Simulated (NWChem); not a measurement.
System: BeBr2; SMILES [Br][Be][Br]

Here is an NWChem input.

```
start job
memory heap 200 mb stack 900 mb global 1100 mb
geometry units angstroms noautosym nocenter noautoz
  Be    -0.000004     0.000005    -0.000004
  Br     1.437488     0.320898    -1.282333
  Br    -1.437491    -0.320893     1.282328
end
basis spherical
  * library def2-svpd
end
dft
  xc b3lyp
  iterations 150
end
property
  response 1 0.0
end
task dft property
```

Excerpt of the output:

```
             Northwest Computational Chemistry Package (NWChem) 7.3.0
             --------------------------------------------------------

                             Geometry "geometry" -> ""
                             -------------------------

 Output coordinates in angstroms (scale by  1.889725989 to convert to a.u.)

  No.       Tag          Charge          X              Y              Z
 ---- ---------------- ---------- -------------- -------------- --------------
    1 Be                   4.0000    -0.00000400     0.00000500    -0.00000400
    2 Br                  35.0000     1.43748800     0.32089800    -1.28233300
    3 Br                  35.0000    -1.43749100    -0.32089300     1.28232800

 Effective nuclear repulsion energy (a.u.)     241.8437685576

                              NWChem Property Module
                              ----------------------

                                 NWChem DFT Module
                                 -----------------

 Summary of "ao basis" -> "ao basis" (spherical)
 ------------------------------------------------------------------------------
       Tag                 Description            Shells   Functions and Types
 ---------------- ------------------------------  ------  ---------------------
 Be                        def2-svpd                 6       12   3s3p
 Br                        def2-svpd                15       41   6s5p4d

            General Information
            -------------------
          SCF calculation type: DFT
          Wavefunction type:  closed shell.
          No. of atoms     :     3
          No. of electrons :    74
           Alpha electrons :    37
            Beta electrons :    37
          Charge           :     0
          Spin multiplicity:     1
          Use of symmetry is: off; symmetry adaption is: off
          Maximum number of iterations: 150
          AO basis - number of functions:    94
                     number of shells:    36
          Convergence on energy requested:  1.00D-06
          Convergence on density requested:  1.00D-05
          Convergence on gradient requested:  5.00D-04

              XC Information
              --------------
                         B3LYP Method XC Potential
                     Hartree-Fock (Exact) Exchange  0.200
                        Slater Exchange Functional  0.800 local
                    Becke 1988 Exchange Functional  0.720 non-local
              Lee-Yang-Parr Correlation Functional  0.810
                  VWN I RPA Correlation Functional  0.190 local

             Grid Information
             ----------------
          Grid used for XC integration:  medium
          Radial quadrature: Mura-Knowles
          Angular quadrature: Lebedev.
          Tag              B.-S. Rad. Rad. Pts. Rad. Cut. Ang. Pts.
          ---              ---------- --------- --------- ---------
          Be                  1.05       49          12.0       434
          Br                  1.15      112          14.0       590
          Grid pruning is: on
          Number of quadrature shells:   273
          Spatial weights used:  Erf1

      Superposition of Atomic Density Guess
      -------------------------------------

 Sum of atomic energies:       -5158.73030730

      Non-variational initial energy
      ------------------------------

 Total energy =   -5159.380702
 1-e energy   =   -7664.013338
 2-e energy   =    2262.788868
 HOMO         =      -0.416544
 LUMO         =      -0.002062

   convergence    iter        energy       DeltaE   RMS-Dens  Diis-err
 ---------------- ----- ----------------- --------- --------- ---------
 d= 0,ls=0.0,diis     1  -5162.5729192222 -5.40D+03  1.18D-02  4.23D-01
 d= 0,ls=0.0,diis     2  -5162.5803123348 -7.39D-03  6.49D-03  3.09D-01
 d= 0,ls=0.0,diis     3  -5162.6163477931 -3.60D-02  1.84D-03  2.59D-02
 d= 0,ls=0.0,diis     4  -5162.6206630710 -4.32D-03  3.17D-04  5.03D-04
 d= 0,ls=0.0,diis     5  -5162.6207506907 -8.76D-05  3.21D-05  7.76D-06
 d= 0,ls=0.0,diis     6  -5162.6207516488 -9.58D-07  9.00D-06  5.21D-07

         Total DFT energy =    -5162.620751648761
      One electron energy =    -7665.412174688737
           Coulomb energy =     2446.578145137089
    Exchange-Corr. energy =     -185.630490654755
 Nuclear repulsion energy =      241.843768557641

 Numeric. integr. density =       73.999997740685

                       DFT Final Molecular Orbital Analysis
                       ------------------------------------

 Vector   35  Occ=2.000000D+00  E=-3.372237D-01
              MO Center= -9.0D-06,  1.4D-06,  3.6D-06, r^2= 4.7D+00
   Bfn.  Coefficient  Atom+Function         Bfn.  Coefficient  Atom+Function
  ----- ------------  ---------------      ----- ------------  ---------------
    29      0.275849  2 Br py                70      0.275850  3 Br py
    26      0.270401  2 Br py                67      0.270402  3 Br py
    28     -0.191656  2 Br px                69     -0.191657  3 Br px
    25     -0.187870  2 Br px                66     -0.187872  3 Br px
    23     -0.178034  2 Br py                64     -0.178034  3 Br py

[...]

 DFT Linear Response polarizability / au
 Frequency  =       0.0000000 / au
              X              Y              Z
 -----------------------------------------------
 X      64.6220018      3.7769969    -15.0932470
 Y       3.7769969     48.5456591     -3.3693160
 Z     -15.0932470     -3.3693160     61.1666293
 -----------------------------------------------
 Eigenvalues =      78.9292744     47.7025066     47.7025092
 Isotropic   =      58.1114300
 Anisotropic =      31.2267665
 -----------------------------------------------

 Magnetic Dipole Response Matrix (nonzero elements):

 Exiting AOResponse driver routine
```

Level: B3LYP/def2-SVPD. Structure relaxed at the PBE0/def2-SVP level.
